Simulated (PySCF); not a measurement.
**Functional dependence of a UV spectrum**

C3H10SSi.
InChI=1S/C3H10SSi/c4-2-1-3-5/h4H,1-3H2,5H3

Linear-response calculations in the def2-SVPD basis (PySCF; singlets by full response, triplets Tamm–Dancoff, core orbitals frozen in the response; HF means time-dependent Hartree–Fock). 'Strongest' is the level of largest summed f among the singlets computed (10 roots, of which the last may lack a degenerate partner); it can jump between rows when another state enters that window. S1 is the lowest singlet of each run and needn't be the same state throughout; f(S1) is that of one state. The structure is a single PBE0-D3(BJ)/def2-SVP conformer in the gas phase; no vibrational or solvent corrections.

```
functional                               kind  S1 (eV)  f(S1)  strongest (eV)  T1 (eV)  HOMO (eV)  gap (eV)  ionisation energy, ΔSCF (eV)
       LDA                                LDA     4.97  0.003            6.84     4.77      -5.76      4.89                          8.94
     B3LYP  global hybrid, 20% exact exchange     5.32  0.006            7.49     4.96      -6.65      6.46                          9.07
      PBE0  global hybrid, 25% exact exchange     5.48  0.005            7.74     5.05      -6.88      6.96                          9.07
 BHandHLYP  global hybrid, 50% exact exchange     5.63  0.005            8.59     5.19      -7.98      8.68                          9.08
 CAM-B3LYP             range-separated hybrid     5.49  0.006            8.40     5.08      -8.23      9.08                          9.22
   wB97X-D             range-separated hybrid     5.62  0.004            8.71     5.25      -8.75     10.50                          9.24
   LC-wPBE             range-separated hybrid     5.77  0.002            8.85     5.25      -9.63     11.58                          9.30
        HF                       Hartree–Fock     5.99  0.004            9.59     5.39      -9.71     12.00                   not settled
```

Problem. What does PBE (GGA) give?

Solution. S1 (eV) 5.02, f(S1) 0.003, strongest (eV) 6.88, T1 (eV) 4.74, HOMO (eV) -5.66, gap (eV) 4.94, ionisation energy, ΔSCF (eV) 8.79. S1 runs from 4.97 eV (LDA) to 5.99 eV (HF), a spread of 1.01 eV, while the orbital gap spreads over 7.1 eV. Along PBE (0%), B3LYP (20%), PBE0 (25%), BHandHLYP (50%), HF (100%) S1 rises with the share of exact exchange. −ε(HOMO) comes closest to its own ΔSCF ionisation energy with LC-wPBE (+0.34 eV) and misses most with LDA (-3.18 eV). 'Not settled' means that the ion's SCF failed to converge or may have ended in another state than the lowest.

Without π bonds the low states are Rydberg-like; a valence basis with one diffuse set may place them up to an eV too high.
